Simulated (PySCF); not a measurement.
C4H12Ge, SMILES C[C](C)(C)[GeH3]. Geometry: B3LYP-D3(BJ)/def2-SVP. The isomer is the one that the SMILES or the coordinates give; other isomers of the formula were not compared.

Give the equilibrium geometry at B3LYP-D3(BJ)/def2-SVP (PySCF confirms it by a frequency run) as a Z-matrix, and its point group. (The exact figures need the calculation; the answer reports its results.)

point group C3v.
```
C
C 1 1.5353
H 2 1.1021 1 111.85
H 2 1.1021 3 107.85 1 -123.40
H 2 1.1053 3 107.40 4 -115.47
C 1 1.5353 2 110.11 3 58.65
H 6 1.1021 1 111.85 2 -58.65
H 6 1.1021 7 107.85 1 123.40
H 6 1.1053 7 107.40 8 115.47
C 1 1.5353 2 110.11 3 -179.76
H 10 1.1021 1 111.85 2 58.65
H 10 1.1021 11 107.85 1 -123.40
H 10 1.1053 11 107.40 12 -115.47
Ge 1 1.9954 2 108.83 3 -60.55
H 14 1.5461 1 110.16 2 -60.00
H 14 1.5461 15 108.77 1 -120.84
H 14 1.5461 15 108.77 16 -118.33
```
